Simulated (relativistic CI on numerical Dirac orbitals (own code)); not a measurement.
**Rb³⁵⁺: sensitivity of the levels to the model**

Base calculation: Dirac-Coulomb-Breit CI, orbitals from a KLI potential per configuration, QED by a radiative potential, unscaled Slater integrals.

Configurations in the expansion: 1s2, 1s 2s, 1s 2p, 1s 3s, 1s 3p, 1s 3d, 1s 4s, 1s 4p, 1s 4d, 1s 4f, 1s 5s, 1s 5p, 1s 5d, 1s 5f, 1s 5g, 1s 6s, 1s 6p, 1s 6d. Levels of other configurations are missing.

The lowest level and the first level of each name with at least 55 % of one term (blank where a level has no safe partner in the second run):

```csv
Level,Base (eV),Shift (eV)
1s2 1S_0,0.0,0.0
1s 2s 3S_1,13732.8,-0.4
1s 2p 3P°_0,13778.9,-0.5
1s 2p 3P°_1,13781.4,-0.4
1s 2s 1S_0,13782.0,+0.3
1s 2p 3P°_2,13854.6,-0.5
1s 2p 1P°_1,13879.0,-0.3
1s 3s 3S_1,16291.9,-0.3
1s 3p 3P°_0,16304.6,-0.3
1s 3s 1S_0,16305.0,-0.2
1s 3p 3P°_1,16305.3,-0.3
1s 3p 3P°_2,16327.1,-0.3
1s 3d 3D_2,16333.1,-0.3
1s 3d 3D_1,16333.5,-0.3
```

At this charge energies of transitions that change n are usually good to better than 1 %, and those within a shell (Δn = 0) to a few per cent.

(1) One thing was changed in a second run, which moved the levels as shown. Which?
A. one mean potential for all configurations
B. P86 correlation estimate
C. configuration mixing switched off
D. Breit term removed
E. QED terms removed

## Answers

(1) A. One mean potential for all configurations. One potential for all configurations removes the relaxation of the orbitals, which moves whole configurations and changes the integrals a little.

LS names give the leading component of a level, which can be under half, so a name can repeat, a term be missing and a line seem to break the LS rules.
